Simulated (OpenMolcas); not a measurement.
## Rh5+: moving or changing the point charges

Rh5+ among 6 point charges of -1.5 e arranged as a tetragonal octahedron (D4h), 1.93 Å from the ion, with the axial distance 1.756 Å.

- Program: OpenMolcas
- Method: CASSCF
- Basis: ANO-RCC-VTZP [7s6p4d2f1g]
- Scalar Hamiltonian: DKH2, point nucleus
- Active space: 4 electrons in 5 orbitals (4d)
- State averaging: 2S+1 = 5 even, 5 roots; 2S+1 = 3 even, 45 roots; 2S+1 = 1 even, 50 roots
- Spin-orbit coupling: state interaction with AMFI integrals over the reference wave functions

Runs around this geometry, states (labels of D4, the rotations of D4h). Energies in cm-1 above the lowest state or level, χT in cm3 K/mol.

```tsv
R (Å)	q (e)	Axial / equatorial distance	Ground state	First state of that spin	First gap with spin-orbit (degeneracies)	χT at 300 K	First state of another spin
1.93	-1.5	0.84	5A1	5B1 9895	121.2 (1, 2)	2.281	3A2 19575
1.93	-0.75	0.91	5A1	5B1 2443	260.2 (1, 2)	1.317	3A2 21002
1.74	-1.5	0.91	5A1	5B1 6495	124.4 (1, 2)	2.337	3A2 16589
1.93	-1.5	0.91	5A1	5B1 4762	156.0 (1, 2)	2.010	3A2 19364
2.1	-1.5	0.91	5A1	5B1 3671	201.5 (1, 2)	1.649	3A2 20618
```

Taking the first state of the same spin as R^-n, n = -ln(3671 / 6495) / ln(2.1 / 1.74) = 3.0 between the shortest and longest distance.

Scaling the charges by -0.75 / -1.5 = 0.50 scales the first state of the same spin by 2443 / 4762 = 0.51; with fixed orbitals a first-order splitting would follow the charge.

Without dynamic correlation the repulsion within the d shell is too large (B by tens of per cent), so at a given field states of lower spin stand too high. Point charges give a weaker field than real ligands, and real ions of this kind are as a rule low spin; the high spin found here belongs to the model. The ground term spreads over less than 5000 cm-1, several times less than with real ligands, so orbital moments are less quenched and χT lies further from the spin-only value than at real sites (holds for R = 1.93, q = -0.75, ratio = 0.91). Point charges carry no covalency, so the field is a model and not that of real ligands. No measured value stands beside these numbers.
